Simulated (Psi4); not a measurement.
C4H5, doublet, at a GFN2-xTB geometry. Base run: CAM-B3LYP/cc-pVDZ run with Psi4.

The Psi4 input:
```
memory 2 GB

molecule {
0 2
  C    -0.02205061   -0.68473402    0.84115130
  C    -0.00826608    0.63490979    0.88350398
  C     0.00201276   -0.84177276   -0.65304234
  C     0.01874293    0.70825289   -0.63453241
  H    -0.01290424    1.39550575    1.63691836
  H    -0.88690102   -1.29361008   -1.08611356
  H     0.89519009   -1.31321238   -1.05535354
  H     0.92842902    1.14581919   -1.04347686
  H    -0.86644785    1.16556213   -1.07445758
}

set basis cc-pvdz
set reference uks

energy('cam-b3lyp')
print_variables()
```

Variants of this job, named by their change:

| change | ΔE vs base (µEh) | SCF cycles | grid points | basis functions | outcome |
|---|---|---|---|---|---|
| base | 0.0 | 11 | 192263 | 81 | converged |
| e_convergence = 1e-4 | 0.0 | 11 | 192263 | 81 | converged |
| dft_radial_points = 150 | 0.0 | 11 | 381919 | 81 | converged |
| soscf = true | 0.0 | 6 | 192263 | 81 | converged |
| puream = false | -2631 | 11 | 192263 | 85 | converged |
| damping_percentage = 50 | - | - | - | 81 | not converged |
| damping_percentage = 20 | -0.9 | 20 | 192263 | 81 | converged |
| guess = gwh | 0.0 | 13 | 192263 | 81 | converged |
| guess = sap | 0.0 | 12 | 192263 | 81 | converged |
| diis_max_vecs = 3 | 0.0 | 19 | 192263 | 81 | converged |
| scf_type = pk | 108 | 11 | 192263 | 81 | converged |
| scf_type = dfdirj+link | - | - | - | - | input refused |
| dft_radial_points = 50 | -1.6 | 11 | 130178 | 81 | converged |

Open shells are given as the SCF converged; they aren't shown to be the lowest states, and a large step between rows can be another state.

- scf_type = dfdirj+link: ended with `psi4.driver.p4util.exceptions.ValidationError: SCF: SCF_TYPE (DFDIRJ+LINK) not supported for range-separated functionals, plese use SCF_TYPE = 'DF' to automatically select the correct JK build.`
